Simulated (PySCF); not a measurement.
Worked example: chemical shift, span and skew from a shielding tensor

C2H5FSi2, SMILES F[Si@@H]([SiH3])C#C. Atoms are numbered in the order given.

```xyz
10

C      2.0590     1.9292     0.2661
C      1.3389     1.0139    -0.0900
Si     0.1805    -0.3155    -0.5809
F      0.8094    -1.7556    -0.1331
Si    -1.8615    -0.0047     0.5325
H      2.7008     2.7341     0.5764
H      0.0511    -0.3263    -2.0622
H     -2.8239    -1.0873     0.1750
H     -1.6321    -0.0102     2.0056
H     -2.4331     1.3129     0.1256
```

Geometry: B3LYP-D3(BJ)/def2-SVP. The structure was generated by enumeration; whether it is a known compound was not checked.

GIAO shieldings from PBE/pcSseg-1 (PySCF), non-relativistic, no solvent. The symmetric part of the tensor of Si3 has the principal values 251.2, 340.7, 433.6 ppm. The same nucleus in TMS has σ = 335.4 ppm at this level (PySCF, at its B3LYP-D3(BJ)/def2-TZVP geometry).

**Question.** Work out the isotropic shielding, the ²⁹Si shift against TMS, the span and the skew.

**Answer.** 
σ(iso) = (σ11 + σ22 + σ33)/3 = 341.8 ppm. δ = σ(ref) − σ(iso) = 335.4 − (341.8) = -6.4 ppm.
Span Ω = σ33 − σ11 = 182.4 ppm. Skew κ = 3(σ(iso) − σ22)/Ω = 0.02. Tumbling in solution averages the tensor to δ; in a static solid the shielding alone would spread this spin-1/2 line over Ω.
